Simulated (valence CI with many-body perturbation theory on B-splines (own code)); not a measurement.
## Questions on Yb³⁰⁺

Method: configuration interaction combined with many-body perturbation theory (CI+MBPT): four valence electrons over a frozen Dirac-Fock core [Kr], a basis of 7 s, 7 p, 8 d, 6 f, 4 g, 1 h functions for each j, with the one-electron correlation potential Σ1 (screened to all orders), the two-electron term Σ2, the three-electron term Σ3, Breit, model QED; selected single and double excitations, second order for the rest, scaled by the run's own slope (own B-spline code, finite nucleus).

No measured spectrum was set against this ion. As an estimate, large intervals hold to a few tenths of a per cent, small ones and those within an open d or f shell to about a per cent. Only levels of the ground parity were solved; by the run's estimate the other parity begins above the list, which can be wrong where configurations are misplaced.

Levels are named by their leading jj configuration (3d3/2^4 stands for four electrons in 3d with j = 3/2), which in mixed levels can hold well under half, so a name can repeat and another be missing.

Rates and lifetimes use the calculated energies. Strong lines usually hold to 10 to 20 %, long lifetimes can be off by a factor of two.

(1) What is the ground level?

(2) How well does LS coupling describe the low levels?

(3) What is the ionisation energy?

## Answers

(1) (4d3/2^4) J=0, composition 56 % 4d⁴ ³P + 33 % 4d⁴ ⁵D + 11 % 4d⁴ ¹S.

(2) Among the lowest 20 levels the leading LS term, summed over configurations, holds 48 % on average. For single configurations the figures are 48 % in LS and 90 % in jj coupling. Terms mix most in the J = 4 level at 116160 cm⁻¹, where the leading one holds 30 %.

(3) 1176.8 eV; NIST lists 1175 ± 4 eV (theoretical).
